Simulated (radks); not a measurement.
Q: The mean radii <r> (bohr) of the occupied orbitals of an atom or ion are listed with their occupations. Calculated with a radial shooting solver on a logarithmic mesh with Libxc functionals: non-relativistic Kohn-Sham, PBE, spin-polarised, spherical densities, point nucleus.

| orbital | occ. | <r> |
|---|---|---|
| 1s up | 1 | 0.05480 |
| 1s down | 1 | 0.05481 |
| 2s up | 1 | 0.2445 |
| 2s down | 1 | 0.2443 |
| 2p up | 3 | 0.2126 |
| 2p down | 3 | 0.2125 |
| 3s up | 1 | 0.6147 |

Name the element and its charge. Open shells, if any, are filled with parallel spins first.

A: Z = 28, nickel, charge +17: Ni17+ in [Ne] 3s1. The 1s radius gives Z: for a bare nucleus <r> = 1.5/Z, 0.05357 bohr for Z = 28, and screening makes it slightly larger (0.05480 here). The occupations add up to 11, and the charge is Z minus that.
